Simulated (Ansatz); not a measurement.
C2H6ClIn, SMILES `[CH3][In]([CH3])[Cl]` from Hartree–Fock to CCSD(T)

Cartesian coordinates in Å:
```
C -1.609 -0.993 -0.718
In 0.312 -0.307 -0.082
C 1.174 1.417 0.840
Cl 1.975 -1.933 -0.539
H -1.519 -2.019 -1.072
H -2.322 -0.950 0.107
H -1.982 -0.362 -1.527
H 2.236 1.238 1.001
H 1.046 2.289 0.197
H 0.688 1.621 1.795
```

Charge 0, multiplicity 1. Correlated methods include outer-core shells of In, which these sets cover unevenly. In takes the def2 core potential. The structure was optimised at the PBE0-D4/def2-TZVP level. Frozen core, restricted reference, Ansatz 0.2.0.

```csv
basis,HF (Eh),MP2 corr.,CCSD corr.,(T),CCSD(T) total
def2-SVP,?,-0.51240,-0.56295,-0.01553,?
def2-TZVPP,-728.03591,-0.83936,?,?,?
def2-QZVPP,-728.05397,?,–,–,–
```

Fill in the withheld values. (Estimate.)

Computed: def2-SVP HF (Eh): -727.78106; def2-SVP CCSD(T) total: -728.35954; def2-TZVPP CCSD corr.: -0.87554; def2-TZVPP (T): -0.03255; def2-TZVPP CCSD(T) total: -728.94400; def2-QZVPP MP2 corr.: -1.06995.
